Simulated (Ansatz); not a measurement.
Isolated molecules relaxed with PBE0-D4/def2-TZVP in Ansatz; ΔE leaves out vibrations. CCSD(T)/CBS is the MP2 limit (def2-TZVPP, def2-QZVPP) plus CCSD(T) − MP2 in def2-TZVPP, frozen cores. This one scheme is used for every species. DFT in def2-TZVPP. One conformer a species, not always the lowest.

Reaction (formal exchange of groups at the Si–Si bond): `F[SiH2]N[SiH2][SiH3]` + `C=C([SiH3])[SiH3]` → `[SiH3]C=C([SiH3])[SiH3]` + `F[SiH2]N[SiH3]`

CCSD(T)/CBS gives +2.2 kcal/mol.

Question: Another level gave +0.7 kcal/mol. Which?
A. r2SCAN/def2-TZVPP
B. B2PLYP/def2-TZVPP
C. MP2/def2-TZVPP
D. PBE-D4/def2-TZVPP

Answer: C. MP2/def2-TZVPP 0.7, PBE-D4 4.6, B2PLYP 2.4, r2SCAN 3.5 kcal/mol.

Largest T1 diagnostic among the species: 0.013.

The D4 term adds −1.0 kcal/mol with B3LYP and −0.5 kcal/mol with PBE0; it sums over pairs of atoms, weighted by their polarisabilities, and B3LYP, whose exchange is more repulsive, gets the larger term.

B3LYP here is the variant with VWN-RPA as its local correlation; programs differ in this.
